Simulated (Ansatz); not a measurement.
Ligand exchange: C2H6ClGa + Cd(CH3)(NH2) → C2H8GaN + Cd(CH3)Cl

Species: C2H6ClGa `C[CH2][GaH][Cl]`, singlet; Cd(CH3)(NH2), singlet; C2H8GaN `C[CH2][GaH][NH2]`, singlet; Cd(CH3)Cl, singlet. The partners trade Cl for NH2: Ga–Cl and Cd–NH2 bonds give way to Ga–NH2 and Cd–Cl.

Shapes, held fixed at every level: PBE0-D4/def2-TZVP. Flexible molecules stand in one conformer, not always the lowest. Programs: Ansatz 0.2.0. Electronic energies: no zero-point or thermal term.

| level | kind | ΔE (kJ/mol) | less CCSD(T)/def2-TZVPP |
| --- | --- | --- | --- |
| HF/def2-SVP | Hartree–Fock | -80.8 | -22.3 |
| HF/def2-TZVPP | Hartree–Fock | -75.2 | -16.7 |
| wB97M-V/def2-TZVPP | range-separated hybrid | -61.9 | -3.4 |
| B2PLYP/def2-TZVPP | double hybrid | -58.9 | -0.4 |
| MP2/def2-SVP | perturbation theory | -62.9 | -4.4 |
| CCSD/def2-TZVPP | coupled cluster or CI | -61.4 | -2.9 |
| CCSD(T)/def2-TZVPP | coupled cluster or CI | -58.5 | 0.0 |

The highest level, CCSD(T)/def2-TZVPP, gives ΔE = -58.5 kJ/mol; the levels span -80.8 to -58.5. The column of differences is taken from that level and isn't an error. No measured value is set beside it here. For atoms past krypton def2 sets carry core potentials with scalar relativity. Relativity is left out for Ga unless named. Correlated rows may include outer-core shells of Cd, Ga, which these sets cover unevenly.
